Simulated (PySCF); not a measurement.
## He (helium, neutral) across methods

1s2, closed-shell 1S. Computed with PySCF 2.14 in aug-cc-pVDZ, with no relativity, point nucleus.

| method | E (hartree) | mean ε 1s (eV) | Σ⟨r²⟩ (bohr²) | ⟨S²⟩ |
| --- | --- | --- | --- | --- |
| UHF | -2.85570 | -24.956 | 2.394 | 0.000 |
| PBE | -2.8870 | -15.725 | 2.518 | 0.000 |
| PBE0 | -2.8894 | -18.194 | 2.470 | 0.000 |
| M06-L | -2.9046 | -16.600 | 2.417 | 0.000 |
| B97-3 | -2.9054 | -18.484 | 2.448 | 0.000 |
| wB97X-V | -2.8976 | -20.935 | 2.486 | 0.000 |
| PBEsol | -2.8520 | -15.467 | 2.544 | 0.000 |
| r2SCAN | -2.8990 | -16.515 | 2.452 | 0.000 |

Task: Estimate the same row for LDA.

Result: E (hartree) = -2.8292; mean ε 1s (eV) = -15.494; Σ⟨r²⟩ (bohr²) = 2.585; ⟨S²⟩ = 0.000.
